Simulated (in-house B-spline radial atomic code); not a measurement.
A fraction x of an electron is moved 2p → 3p in Si2+, starting from [Ne] 3s2 and keeping the highest spin. All numbers are computed (scalar-relativistic (X2C) LDA PW92, spin-polarised, spherical fractional occupations; Fermi nucleus of rms radius 3.1224 fm) with an all-electron radial atomic-structure program (B-spline basis), not measured.

| x | E(x) - E(0) (eV) | 2p down level (eV) | 3p up level (eV) |
| --- | --- | --- | --- |
| 0 | 0.0000 | -116.963 | - |
| 0.125 | 12.1572 | -119.374 | -21.170 |
| 0.25 | ? | ? | ? |
| 0.375 | ? | ? | ? |
| 0.5 | 50.0474 | -126.541 | -22.669 |
| 0.625 | 63.1490 | -128.906 | -23.154 |
| 0.75 | 76.4852 | -131.260 | -23.633 |
| 0.875 | 90.0554 | -133.602 | -24.107 |
| 1 | 103.8585 | -135.930 | -24.576 |

Q: What belongs in the row x = 0.25?

A: An energy change of 24.5510 eV; 2p down at -121.774 eV, 3p up at -21.678 eV.

Q: What belongs in the row x = 0.375?

A: An energy change of 37.1812 eV; 2p down at -124.163 eV, 3p up at -22.177 eV.

Q: Check Janak's theorem between x = 0.5 and 0.625.

A: The slope of the energy is 104.81 eV; the orbital levels give 104.81 eV (ε of the receiving orbital less ε of the emptying one, averaged over the two points).
